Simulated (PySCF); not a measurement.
H₃O₃Si, SMILES O[Si](O)O, doublet (PBE0/def2-SVP optimised geometry):

```
7

O     -0.787     0.707     0.000
Si    -0.351    -0.897     0.000
O     -1.014    -1.571     1.373
O      1.307    -0.897     0.000
H     -1.701     0.897     0.236
H     -1.007    -2.532     1.414
H      1.701    -0.016     0.026
```

Calculation: unrestricted PBE0/def2-TZVP (PySCF).

### Question
What are the frontier orbital energies (α orbitals alone; a β orbital can be the lowest empty one) and the dipole moment?

### Answer
HOMO-2 -9.85 eV, HOMO-1 -9.31 eV, HOMO -6.06 eV, LUMO 0.88 eV, LUMO+1 0.99 eV; dipole moment 1.05 D.

Meta-Löwdin charges at PBE0/def2-TZVP: O1 -0.75, Si2 1.17, O3 -0.74, O4 -0.75, H5 0.36, H6 0.36, H7 0.36.
